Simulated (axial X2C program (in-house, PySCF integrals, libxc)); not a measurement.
## Worked dissociation energy of LiSb⁺: PBE0, with spin–orbit coupling

Calculated with an in-house relativistic program for diatomic molecules. Two-component (2c) means X2C with spin–orbit coupling and atomic mean-field two-electron Coulomb and Gaunt terms. Basis: Sb dyall-cv3z [11s12p8d4f1g], Li dyall-cv3z [7s8p2d] (cores contracted in-house); Gaussian nuclei, density fitting, unrestricted open shells. Masses: Sb 120.904 u, Li 7.016 u.

Molecular state: Ω = 3/2 (⟨Sz⟩ = 1.45, ⟨Lz⟩ = 0.05 at PBE0).

| Quantity | Value |
| --- | --- |
| E(Sb) (2M_J = 3) | -6477.742895 hartree |
| E(Li+) (2M_J = 0) | -7.263034 hartree |
| E(LiSb⁺) at Re | -6485.026622 hartree |
| ωe | 228.9 cm⁻¹ |
| ωexe | 2.43 cm⁻¹ |

Q: Work out De and D0.

A: De = -6477.742895 + (-7.263034) − (-6485.026622) = 0.02069 hartree = 0.563 eV. The zero-point energy is ωe/2 − ωexe/4 = 114 cm⁻¹ = 0.014 eV, so D0 = 0.549 eV.

The state is one determinant whose occupation by symmetry is held fixed; it was picked as the lowest of a PBE0 search that is not exhaustive. Dissociation energies refer to the lowest single-determinant-based atoms at the same level and basis. Density functionals use the spin component along the axis (collinear). Other states lie close and PBE0, whose exact exchange favours high spin, may order them wrongly; the determinant shown need not be the ground state. The nearest other 2c determinant of the search, Ω = 1/2, lies 0.50 eV up at the distance of the search. With several unpaired electrons one determinant need not be a pure state. This is the top spin component of a Σ state; components of lower Ω are not single determinants and can lie lower.

Each atomic determinant is the lowest at this level and need not be a pure J level. Totals compare only within one Hamiltonian and basis.
